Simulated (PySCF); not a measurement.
C₂H₆Se, triplet, at the geometry of the source list (a higher spin typed on purpose: for a closed-shell molecule this is an excited state). Base run: M06/def2-SV(P) in PySCF.

Geometry (Å):
```xyz
9

C      1.4558    -0.0529     0.0339
Se     0.0509     0.4707    -1.2142
C     -1.4568     0.0570    -0.0469
H      1.4021    -1.1255     0.2103
H      2.4114     0.2045    -0.4187
H      1.3273     0.4956     0.9653
H     -1.3799    -0.9777     0.2774
H     -2.3680     0.2032    -0.6172
H     -1.4430     0.7251     0.8101
```
Charge 0, spin multiplicity 3.
Orbitals are unrestricted.
All else is at PySCF's defaults.
Base energy -2480.68086 Eh.

Variants of this job, named by their change:

```tsv
change	ΔE vs base (mEh)	grid points	electrons on the grid
base	0.000	107512	51.99998
grids.radi_method = mura_knowles	0.006	102936	51.99998
small_rho_cutoff = 0	0.000	107512	51.99998
grids.level = 1	1.497	32528	52.00006
grids.level = 7	-0.035	560656	52.00000
grids.prune = dft.gen_grid.treutler_prune	0.008	94896	51.99998
grids.atom_grid = (99, 590)	-0.036	290336	52.00000
grids.level = 2	0.133	67728	51.99998
grids.level = 4	-0.030	181656	52.00000
grids.atom_grid = (30, 110)	-112.6	22176	52.00144
grids.atom_grid = (75, 302)	0.147	130344	51.99998
```

Open shells are given as the SCF converged; they aren't shown to be the lowest states, and a large step between rows can be another state.
